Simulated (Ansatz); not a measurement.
Reaction (homolysis of the Ge–S bond): `[SH][GeH3]` → `[GeH3]`• + `[SH]`•

Gas-phase electronic energies from Ansatz, PBE0-D4/def2-TZVP geometries. CCSD(T)/CBS is the MP2 limit (def2-TZVPP, def2-QZVPP) plus CCSD(T) − MP2 in def2-TZVPP, frozen cores. This one scheme is used for every species. Functionals use def2-TZVPP. HSE06 is defined as in plane-wave codes. Open shells (•) are unrestricted, without spin–orbit coupling. For Ge outer-core shells are correlated without core-valence functions, which leaves a few kJ/mol of doubt a bond. Scalar relativity is left out up to krypton.

CCSD(T)/CBS gives +348.3 kJ/mol.

(1) Another level gave +317.7 kJ/mol. Which?
A. revPBE/def2-TZVPP
B. HSE06-D4/def2-TZVPP
C. CAM-B3LYP-D4/def2-TZVPP
D. ωB97X-V/def2-TZVPP

Largest T1 diagnostic among the species: 0.012.

Answers

(1) A. revPBE 317.7, CAM-B3LYP-D4 327.8, ωB97X-V 346.9, HSE06-D4 339.3 kJ/mol.

At CCSD(T), def2-SVP lies −38.0 kJ/mol from the extrapolated value and def2-TZVPP −14.3 kJ/mol: correlation converges slowly with the basis, and small sets miss more of it in the bonded molecule than in its fragments. The D4 term adds +9.2 kJ/mol with B3LYP and +4.8 kJ/mol with PBE0; it sums over pairs of atoms, weighted by their polarisabilities, and B3LYP, whose exchange is more repulsive, gets the larger term.

B3LYP here is the variant with VWN-RPA as its local correlation; programs differ in this.
